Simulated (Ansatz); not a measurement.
Two structures of BNH3BrF2, singlet, reached by relaxing down either side of one saddle point (PBE0-D4/def2-TZVP). Energies are electronic, without zero-point energy. Program: Ansatz 0.2.0. Basis: def2-TZVPP and def2-QZVPP. Cores are frozen in the correlated methods. Filled d shells of the heavier atoms are correlated. The def2 sets are not built for correlating such inner shells, so the correlated values are less sure here. Extrapolation: Hartree–Fock as exp(−7.88 √X), correlation as X^−2.97. First:

```xyz
8
angstrom
B -0.7239 -0.3905 -0.8628
N 0.5231 0.1577 -0.5134
F -0.8997 -1.7019 -0.9005
F -1.7574 0.3933 -1.1266
H 0.3829 0.3253 1.5470
Br 0.4175 0.4971 2.9761
H 0.7103 1.1376 -0.6441
H 1.3471 -0.4186 -0.4758
```

Second:

B1  (-0.758, -0.255, 0.078)
N2  (0.752, 0.288, -0.260)
F3  (-0.912, -1.385, -0.660)
F4  (-1.593, 0.764, -0.253)
H5  (0.947, 1.124, 0.284)
Br6  (-0.707, -0.617, 2.075)
H7  (0.835, 0.504, -1.251)
H8  (1.436, -0.422, -0.012)
(Å)

(1) Which bonds change from the first to the second?

(2) Give the saddle point's structure and its height above each. (Judge from chemistry; the value comes from the calculation.)

T1 diagnostic: at most 0.011.

Results:

(1) BNH₂F₂ ([NH2][B]([F])[F]) + HBr → BBrF₂ ([F][B]([F])[Br]) + NH₃ (still joined by a long B–N bond); bonds formed: B1–Br6, N2–H5; bonds broken: H5–Br6; bonds weakened to dative contacts: B1–N2.

(2) The calculation gives: 0.613 eV above the first and 1.112 eV above the second (CCSD(T) at an estimated basis limit (MP2 extrapolated from triple and quadruple zeta, plus CCSD(T) − MP2 in triple zeta)).
```
8
angstrom
B -0.7043 -0.3321 -0.3996
N 0.6814 0.2424 -0.3383
F -0.8300 -1.6332 -0.4489
F -1.6943 0.4759 -0.6787
H 0.6251 0.3506 0.8658
Br -0.2975 0.1370 2.3752
H 0.7933 1.1521 -0.7720
H 1.4263 -0.3926 -0.6034
```

Labels in which every atom is bracketed show which atoms are joined, not bond orders.

For scale, one of the runs: CCSD(T)/def2-TZVPP, 214 basis functions, launched by `ansatz run in.yaml --threads 8 --pin off --events-out ev --progress --plain --max-ram 19148MiB`. The run took 26 s on 8 CPU threads of an AMD EPYC 9R45 (shared host), with 3.6 GiB of host memory at its peak.
